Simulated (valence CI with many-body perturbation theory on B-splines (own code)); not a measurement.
Energy levels of Ta52+

Method: relativistic CI+MBPT: three valence electrons over a frozen Dirac-Fock core [Ar], a basis of 9 s, 9 p, 10 d, 8 f, 5 g, 3 h, 1 i functions for each j, with the one-electron correlation potential Σ1, the two-electron term Σ2, the three-electron term Σ3, Breit, model QED; selected CI, second order for the rest (own B-spline code, finite nucleus).

The last digits are not significant, and no measured levels were compared; by estimate large intervals hold to a few tenths of a per cent, small ones and those within an open d or f shell to about a per cent. The list stops below the first excitations out of the core. Only levels of the ground parity were solved; by the run's estimate the other parity begins above the list, which can be wrong where configurations are misplaced.

Levels 1 to 18 of 18, with energies above the lowest level, (3d3/2^3) J=3/2. "Leading %" is the weight of the configuration and term that name the level; weights of strongly mixed levels are sums over their largest components and can fall short. In the jj column 3d3/2^4 stands for four electrons in 3d with j = 3/2. Lifetimes count E1, E2, E3, M1 and M2 decay at the calculated energies, and are blank where another channel may lead or the interval is too uncertain; long ones can be off by a factor of two.

```tsv
No.	Configuration	Term	J	E (cm⁻¹)	Leading %	Leading jj	Second component	Lifetime
1	3d³	⁴F	3/2	0	44	3d3/2^3 (99 %)	40 % 3d³ ²D	
2	3d³	⁴F	5/2	493060	82	3d3/2^2 3d5/2 (99 %)	16 % 3d³ ²D	355 ns
3	3d³	⁴P	3/2	543410	38	3d3/2^2 3d5/2 (99 %)	32 % 3d³ ⁴F	439 ns
4	3d³	²H	9/2	572450	46	3d3/2^2 3d5/2 (99 %)	42 % 3d³ ²G	
5	3d³	²G	7/2	572730	49	3d3/2^2 3d5/2 (97 %)	32 % 3d³ ⁴F	154 μs
6	3d³	⁴P	1/2	585760	57	3d3/2^2 3d5/2 (100 %)	43 % 3d³ ²P	1.18 μs
7	3d³	²D	5/2	769950	44	3d3/2^2 3d5/2 (96 %)	33 % 3d³ ⁴P	3.44 μs
8	3d³	⁴F	7/2	1055600	66	3d3/2 3d5/2^2 (99 %)	32 % 3d³ ²G	197 ns
9	3d³	⁴F	9/2	1091700	50	3d3/2 3d5/2^2 (98 %)	41 % 3d³ ²H	336 ns
10	3d³	⁴P	3/2	1133300	41	3d3/2 3d5/2^2 (100 %)	38 % 3d³ ²D	166 ns
11	3d³	²P	1/2	1156500	57	3d3/2 3d5/2^2 (100 %)	43 % 3d³ ⁴P	257 ns
12	3d³	²H	11/2	1167400	100	3d3/2 3d5/2^2 (100 %)		846 ns
13	3d³	²D	5/2	1170000	42	3d3/2 3d5/2^2 (96 %)	37 % 3d³ ⁴P	318 ns
14	3d³	²F	5/2	1238200	44	3d3/2 3d5/2^2 (98 %)	39 % 3d³ ²D	508 ns
15	3d³	²F	7/2	1242800	79	3d3/2 3d5/2^2 (99 %)	19 % 3d³ ²G	645 ns
16	3d³	²D	3/2	1401000	78	3d3/2 3d5/2^2 (96 %)	17 % 3d³ ²P	333 ns
17	3d³	²G	9/2	1653500	50	3d5/2^3 (99 %)	37 % 3d³ ⁴F	167 ns
18	3d³	²D	3/2	1765800	44	3d5/2^3 (96 %)	40 % 3d³ ²P	159 ns
```

The ionisation energy to 3d² ³F2 of the next ion comes out as 4878.8 eV (NIST: 4877 ± 4 eV (theoretical)). All 18 levels together are meant to be complete up to 1836200 cm⁻¹.
